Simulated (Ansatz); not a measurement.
Mulliken charges of Cl2F2H2SSi2, SMILES `F[Si](F)(Cl)S[SiH2]Cl` from r2SCAN/def2-TZVPP in Ansatz (PBE0-D4/def2-TZVP geometry).

| atom | x (Å) | y (Å) | z (Å) | charge (e) |
| --- | --- | --- | --- | --- |
| F1 | -2.614 | 1.371 | -0.655 | -0.272 |
| Si2 | -1.212 | 0.665 | -0.793 | 0.847 |
| F3 | -0.098 | 1.780 | -0.706 | -0.275 |
| Cl4 | -1.114 | -0.176 | -2.621 | -0.184 |
| S5 | -1.030 | -0.706 | 0.785 | -0.288 |
| Si6 | 1.093 | -0.679 | 1.060 | 0.481 |
| Cl7 | 2.090 | -1.255 | -0.628 | -0.219 |
| H8 | 1.562 | 0.670 | 1.428 | -0.039 |
| H9 | 1.323 | -1.672 | 2.129 | -0.052 |

Question: By hand: the dipole of these point charges (1 e Å = 4.8032 D).

Answer: Σ q r = (0.151, -0.054, 0.438) e Å, of length 0.466 e Å = 2.24 D.

Question: How does the dipole of the full density compare? (An estimate is asked.)

Answer: Ansatz gave: (0.140, -0.121, 0.251) e Å, 1.50 D; the point charges give 1.49 times that, at 19° from its direction.

Point charges leave out the atoms' own dipoles, such as those of lone pairs, and Mulliken's split depends on the basis, so the two needn't agree.
